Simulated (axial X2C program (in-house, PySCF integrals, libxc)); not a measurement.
# Spin–orbit effects down a group: molecules with I, HF

Computed with an in-house relativistic program for diatomic molecules, spin-free (one-electron X2C) or two-component (2c: spin–orbit coupling with atomic mean-field Coulomb and Gaunt terms, which also bring small scalar terms), in Dyall basis sets with cores contracted in-house; open shells are unrestricted.

Basis sets: H dyall-v3z, I dyall-cv3z, Li dyall-cv3z, Na dyall-cv3z.

| molecule | spin-free state | Re (Å) | ωe (cm⁻¹) | De (eV) | 2c state | Re 2c (Å) | ωe 2c (cm⁻¹) | De 2c (eV) |
| --- | --- | --- | --- | --- | --- | --- | --- | --- |
| HI | M_S = 0, Λ = 0 | 1.598 | 2448.0 | 2.29 | Ω = 0 | 1.602 | 2427.6 | 1.99 |
| LiI | M_S = 0, Λ = 0 | 2.421 | 490.8 | 2.80 | Ω = 0 | 2.423 | 488.8 | 2.50 |
| NaI | M_S = 0, Λ = 0 | 2.754 | 252.9 | 2.41 | Ω = 0 | 2.756 | 251.9 | 2.11 |

Each entry is the lowest single determinant of a limited PBE0 search at one distance. De goes to single-determinant-based atoms at the same level (for ions the charge split of lowest energy) and is withheld (n/a) where an atom does not fit its ground term or J level. Main or longest-lived isotopes.
